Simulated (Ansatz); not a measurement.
Total energies of Ge4Te3 (the lowest singlet isomer of a short search) from Ansatz at PBE-D4/def2-SVP, gas phase (1 Eh = 27.2114 eV = 2625.5 kJ/mol). The reference geometry is relaxed at PBE0-D4/def2-SVP.

```
atom   x (Å)   y (Å)   z (Å)
 Ge1   0.976  -2.132   0.448
 Ge2   1.022   2.191  -1.281
 Ge3   1.667   0.444   0.420
 Ge4  -2.038  -0.023  -0.211
 Te5  -0.496   1.952   1.009
 Te6   0.255  -0.434  -1.856
 Te7  -1.387  -1.998   1.473
```

| state | geometry | energy (Eh) |
| --- | --- | --- |
| charge 0 singlet | reference | -9110.02440 |
| charge 1 doublet | reference | -9109.76783 |
| charge -1 doublet | reference | -9110.08088 |
| free Ge atom (triplet) | – | -2076.34106 |
| free Te atom (triplet) | – | -267.96343 |

In the def2 sets Te takes a core potential; there is no spin–orbit coupling.

Work out the vertical ionisation energy to the doublet.

E(charge 1 doublet) − E(charge 0 singlet) = -9109.76783 − (-9110.02440) = 0.25657 Eh = 6.98 eV. For comparison, −ε of the highest occupied level is 4.93 eV at this level, 2.05 eV less.

Work out the vertical electron affinity, to the doublet.

E(charge 0 singlet) − E(charge -1 doublet) = -9110.02440 − (-9110.08088) = 0.05648 Eh = 1.54 eV. The basis lacks diffuse functions, which makes affinities too small.

Give the fundamental gap IE − EA, the Mulliken electronegativity (IE + EA)/2 and the hardness (IE − EA)/2.

From the values in Eh: IE − EA = 0.25657 − 0.05648 = 0.20009 Eh = 5.44 eV; (IE + EA)/2 = 4.26 eV; (IE − EA)/2 = 2.72 eV. The HOMO–LUMO gap of the same run is 1.44 eV, 4.00 eV smaller than the fundamental gap.

What is the binding energy per atom against free atoms?

Atoms: 4 × (-2076.34106) + 3 × (-267.96343) = -9109.25453 Eh. Binding: -9109.25453 − (-9110.02440) = 0.76987 Eh = 20.95 eV, or 2.99 eV for each of 7 atoms (no zero-point energy, no counterpoise term).

At PBE-D4/def2-SVP the highest occupied level of the charge -1 doublet lies above zero (up to 0.47 eV). By energy differences its removal costs 1.54 eV (vertical, to the charge 0 singlet, at PBE-D4/def2-SVP); self-interaction error and the lack of diffuse functions both raise the level.  

The structure comes from a short search, and lower isomers may exist.
